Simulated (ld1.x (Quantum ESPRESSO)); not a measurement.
## Which change was made? (Ga, PAW)

gallium, PAW, made with ld1.x (Quantum ESPRESSO) 7.5 (LDA (PZ), scalar-relativistic). Core [Ar], reference 3d10 4s2 4p0.75 (charge +0.25). Waves: 4s (bound): rcut 1.30, rcutus 1.60 bohr; 4s channel at 2.4 Ry: rcut 1.30, rcutus 1.60 bohr; 4p (bound): rcut 2.10, rcutus 2.70 bohr; 4p channel at 0.4 Ry: rcut 2.10, rcutus 2.70 bohr; 3d (bound): rcut 1.10, rcutus 1.40 bohr; 3d channel at 2.2 Ry: rcut 1.10, rcutus 1.40 bohr. Local part: all-electron potential smoothed inside 2.70 bohr (lloc = -2). Core correction: a·sin(br)/r model core, default radius (ld1.x builds one for every PAW set, though the input has nlcc=.false.). Augmentation charge: PSQ, radius 0.80 bohr.

Cutoffs, loose and tight: the cutoffs (Ry, on a coarse ladder) from which the occupation-weighted sum of valence levels, in a spherical-Bessel basis at the reference potential, stays within 10 and 1 mRy of its value at 400 Ry. They do not see the model core or the augmentation charge, which bear on the density cutoff. Test errors are all-electron minus pseudo excitation energies from the reference, over the configurations 3d10 4s2 4p1; 3d10 4s2 4p0; 3d10 4s1 4p0; 3d10 4s2 4p1.3; 3d9 4s0 4p0; 3d9 4s2 4p2; 3d9 4s2 4p1 (two spin-polarised tests are not counted in the largest error); variants that change the core or the reference have their own tests. The largest error is taken over the tests solved by every variant that gives reliable tests at all, those not shown here included: 3d10 4s1 4p0; 3d10 4s2 4p0; 3d10 4s2 4p1; 3d10 4s2 4p1.3.

The base gives: outcome: generated; cutoff, loose: 60 Ry; cutoff, tight: 100 Ry; bound ghosts: none; largest test error (meV): -9.3.

(1) After one change the result is: outcome: generated; cutoff, loose: 30 Ry; cutoff, tight: 45 Ry; bound ghosts: none; largest test error (meV): -17. Which change was it?
A. waves 3d (bound): rcut 1.10, rcutus 2.14 bohr; 3d channel at 2.2 Ry: rcut 1.10, rcutus 2.14 bohr
B. waves 3d (bound): rcut 1.10, rcutus 1.94 bohr; 3d channel at 2.2 Ry: rcut 1.10, rcutus 1.94 bohr
C. waves 3d (bound): rcut 1.10, rcutus 1.70 bohr; 3d channel at 2.2 Ry: rcut 1.10, rcutus 1.70 bohr

Answers

(1) B. The others give: waves 3d (bound): rcut 1.10, rcutus 1.70 bohr; 3d channel at 2.2 Ry: rcut 1.10, rcutus 1.70 bohr → outcome: generated; cutoff, loose: 40 Ry; cutoff, tight: 60 Ry; bound ghosts: none; largest test error (meV): -13 | waves 3d (bound): rcut 1.10, rcutus 2.14 bohr; 3d channel at 2.2 Ry: rcut 1.10, rcutus 2.14 bohr → outcome: generated; cutoff, loose: 21 Ry; cutoff, tight: 35 Ry; bound ghosts: none; largest test error (meV): -7.8.
